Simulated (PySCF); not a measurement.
## Ionisation energy of Re⁺ by level of theory

Re⁺ [Xe] 4f14 5d5 6s1 (7S) → Re²⁺ [Xe] 4f14 5d5 (6S), as a difference of total energies. Calculation: PySCF 2.14, in def2-TZVPPD with the def2 core potential (60 electrons); a scalar-relativistic core potential. Correlated levels: valence: 5s2 5p6 frozen; valence and next inner shell: nothing frozen outside the core potential. The calculations carry no spin-orbit coupling.

```
                                method  ionisation energy (eV)
                                   UHF                  15.669
                                   LDA                  17.313
                                   PBE                  17.023
                                  PBE0                  16.776
                                r2SCAN                  17.096
                         MP2 (valence)                  16.265
                     SCS-MP2 (valence)                  15.868
    MP2 (valence and next inner shell)                  16.690
SCS-MP2 (valence and next inner shell)                  16.275
```

Problem. How much does correlation contribute at MP2 (valence and next inner shell)?

Solution. 16.690 − (15.669) = 1.021 eV, measured against UHF.

Errors of the correlated levels include the incompleteness of this basis and the frozen core.

For comparison: 16.6 ± 0.5 eV (semi-empirical (NIST evaluation); NIST Atomic Spectra Database, ionization energies).
